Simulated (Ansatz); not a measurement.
## A substitution series on C: H to CH3

On one C centre that keeps Br, n of the H ligands are replaced by CH3. The dipole moment y in D at wB97M-V/def2-TZVPP. Shapes, held fixed at every level: PBE0-D4/def2-TZVP. Programs: Ansatz 0.2.0.

| molecule | n | y (D) |
| --- | --- | --- |
| CH3Br | 0 | 1.89 |
| C2H5Br | 1 | 2.13 |
| C3H7Br | 2 | ? |
| C4H9Br | 3 | 2.35 |

Q: Fit y = c + s·n to the known rows and predict C3H7Br.

A: 
1. Means of the 3 rows: n = 1.33333, y = 2.123.
2. Σ(Δn)² = 4.6667, Σ(Δn·Δy) = 0.68667, so the slope is 0.68667/4.6667 = 0.14714.
3. Intercept: 2.123 − (0.14714) × 1.33333 = 1.927. The largest residual of the fit is 0.056.
4. C3H7Br: 1.927 + (0.14714) × 2 = 2.22 D.

The run gave 2.27 D, so the prediction is off by -0.05 D, within the scatter of the fit. The steps per swap are uneven (+0.24, +0.14, +0.08), so a line is a poor model. Dipoles add as vectors. The measured value for C3H7Br is 2.21 D (NIST CCCBDB). Other levels give for C3H7Br: r2SCAN-D4/def2-TZVPP 2.35; B3LYP-D4/def2-TZVPP 2.27 D. Relativity is left out for Br unless named.
